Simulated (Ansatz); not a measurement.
Gas-phase electronic energies from Ansatz, PBE0-D4/def2-TZVP geometries. CBS: MP2 limit from def2 TZ/QZ plus the TZ coupled-cluster correction, frozen cores. Functionals use def2-TZVPP. Each species was taken in one conformer, which may not be the lowest.

`S[SiH2]BCl` + `CCNC` → `CCN(C)BCl` + `[SiH3]S`  (cleavage of the B–Si bond)

```csv
level,ΔE (kJ/mol)
PBE-D4,-159.0
PBE,-156.1
HF/def2-TZVPP,-164.9
SCS-MP2/def2-QZVPP,-175.8
```

Question: What does CCSD(T)/CBS give? (Best estimate.)

Answer: Computed: -169.8 kJ/mol. The listed levels differ from it by 10.8, 13.7, 4.9, -6.0 kJ/mol.

Largest T1 diagnostic among the species: 0.013.

From PBE to PBE0 (25 % exact exchange), in def2-TZVPP and without D4, ΔE moves by −4.2 kJ/mol. In def2-TZVPP, CCSD(T) changes the Hartree–Fock value by −7.4 kJ/mol (the triples alone add −1.5 kJ/mol) and MP2 by −15.4 kJ/mol. The D4 term adds −4.3 kJ/mol with B3LYP and −2.5 kJ/mol with PBE0; it sums over pairs of atoms, weighted by their polarisabilities, and B3LYP, whose exchange is more repulsive, gets the larger term.

B3LYP here is the variant with VWN-RPA as its local correlation; programs differ in this.
